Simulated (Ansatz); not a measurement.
A nudged elastic band was laid between two geometries of H2 + H3NOZn (8 atoms, charge 0, multiplicity 1).

These are results of Ansatz 0.2.0, RHF/def2-SVP, not measurements.

| Item | Value |
| --- | --- |
| movable images | 5 |
| climbing image | yes |
| spring | 5.0 eV/Å² |
| optimiser | quadratic models (default) |
| start path | through a guess of the saddle point |
| force threshold | 0.05 eV/Å |
| iteration limit | 60 |
| end points | relaxed |

Initial state:

```xyz
8
Properties=species:S:1:pos:R:3
Zn 0.393 -0.690 0.804
N 0.873 0.660 -0.333
O -0.173 -2.003 1.868
H -1.564 1.093 -1.612
H -2.219 1.213 -1.955
H 1.359 0.522 -1.198
H 0.937 1.624 -0.069
H 0.394 -2.418 2.495
```

Final state:

```xyz
8
Properties=species:S:1:pos:R:3
Zn -1.140 -0.557 0.149
N 0.592 0.777 -0.548
O -0.277 -1.561 1.399
H 0.333 1.408 -1.289
H -2.442 -0.164 -0.671
H 1.358 0.213 -0.881
H 0.946 1.331 0.215
H 0.630 -1.448 1.625
```

(1) Which bonds break or form, and what moves?

(2) Give the energies along the band, and the barrier.

(3) What is the geometry of the highest image?

## Answers

(1) Bonds broken: H4–H5. Bonds formed: Zn1–H5, N2–H4. H2 + H3NOZn becomes H5NOZn.

(2) The forces met the threshold. The highest image is number 3 of 0 to 6, 1.24 eV above the first end and 2.21 eV above the last; the last end lies 0.97 eV below the first. Neighbouring images differ by up to 1.8 eV, so the band resolves the path poorly. A vibrational analysis at the climbing image gives one clearly imaginary mode, 1759i cm⁻¹: a first-order saddle point. The orbitals stay closed-shell, which can raise the energy where a bond breaks towards radicals; this wasn't checked here.

| image | path coordinate (Å) | energy (eV) | H4–H5 (Å) | Zn1–H5 (Å) | N2–H4 (Å) |
| --- | --- | --- | --- | --- | --- |
| 0 | 0.00 | 0.00 | 0.75 | 4.25 | 2.79 |
| 1 | 0.94 | 0.01 | 0.75 | 3.70 | 2.77 |
| 2 | 1.88 | 0.18 | 0.75 | 2.75 | 2.24 |
| 3 | 2.82 | 1.24 | 1.00 | 1.96 | 1.39 |
| 4 | 3.65 | -0.58 | 1.92 | 1.63 | 1.01 |
| 5 | 4.48 | -0.90 | 2.67 | 1.59 | 1.01 |
| 6 | 5.31 | -0.97 | 3.25 | 1.59 | 1.01 |

(3) 
```xyz
8
Properties=species:S:1:pos:R:3
Zn -0.307 -0.524 0.367
N 0.627 0.907 -0.652
O -0.482 -1.835 1.584
H -0.716 0.756 -0.989
H -1.593 0.292 -0.875
H 1.310 0.690 -1.362
H 0.913 1.769 -0.213
H 0.248 -2.055 2.139
```

Run time: 55 s on 1 thread of Intel(R) Xeon(R) 6975P-C (Granite Rapids), on a shared host, peak memory 0.17 GiB.
